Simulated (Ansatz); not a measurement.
One change: `[AlH2][C]#C[O][SbH2]` becomes `C#C[O][SbH2]`.

Ansatz, PBE0-D4/def2-TZVP geometries, multiplicity 1. 

Elements past krypton have def2 core potentials.  Spin–orbit coupling is left out; it splits and shifts lone-pair levels of the heavy atoms by tenths of an eV.

| property | `[AlH2][C]#C[O][SbH2]` |
| --- | --- |
| size of the dipole moment (PBE/def2-TZVPP) / D | 4.50 |
| LUMO energy (PBE/def2-TZVPP) / eV | -3.05 |
| HOMO energy (ωB97M-V/def2-TZVPP) / eV | -9.04 |
| LUMO energy (ωB97M-V/def2-TZVPP) / eV | -0.41 |
| HOMO energy (B3LYP/def2-TZVPP) / eV | -6.70 |
| HOMO–LUMO gap (B3LYP/def2-TZVPP) / eV | 4.25 |

(1) Give the same properties after the change, and the shifts. (An estimate is asked.)

## Answers

(1) Ansatz gave: 
```
                                      property  `C#C[O][SbH2]`  shift
size of the dipole moment (PBE/def2-TZVPP) / D            2.97  -1.53
             LUMO energy (PBE/def2-TZVPP) / eV           -2.79   0.26
         HOMO energy (ωB97M-V/def2-TZVPP) / eV           -9.04   0.00
         LUMO energy (ωB97M-V/def2-TZVPP) / eV           -0.17   0.24
           HOMO energy (B3LYP/def2-TZVPP) / eV           -6.58   0.12
         HOMO–LUMO gap (B3LYP/def2-TZVPP) / eV            4.38   0.13
```

With PBE0 the HOMO rises by 0.11 eV and the LUMO rises by 0.25 eV, so the gap widens by about 0.14 eV. PBE moves the HOMO by 0.24 eV and ωB97M-V by 0.00 eV. The zero-point energy changes by -12.4 kJ/mol with -6 modes. Dipoles are sizes alone; their direction can turn.

B3LYP here is the variant with VWN-RPA as its local correlation; programs differ in this.
